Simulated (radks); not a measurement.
The numbers below are computed, except where a source is named.
Task: Code: a radial shooting solver on a logarithmic mesh with Libxc functionals. Model: scalar-relativistic Kohn-Sham, LB94 model potential, spin-polarised, spherical densities, finite nucleus; open shells are filled with parallel spins first; Fermi nuclear charge, rms radius of each element as measured or else 0.836 A^(1/3) + 0.57 fm. Response by self-consistent Sternheimer equations with the Hartree and adiabatic LDA kernel, the relativistic mass of each level held fixed and spin-orbit coupling left out. Rank Si3+, Mg+, K8+, Cl6+, P4+, S5+, Al2+, Ar7+ (NIST ground configurations) by static dipole polarisability, largest first.

Result: Mg+ 27.13, Al2+ 11.70, Si3+ 6.276, P4+ 3.804, S5+ 2.494, Cl6+ 1.729, Ar7+ 1.250, K8+ 0.9328 bohr^3.
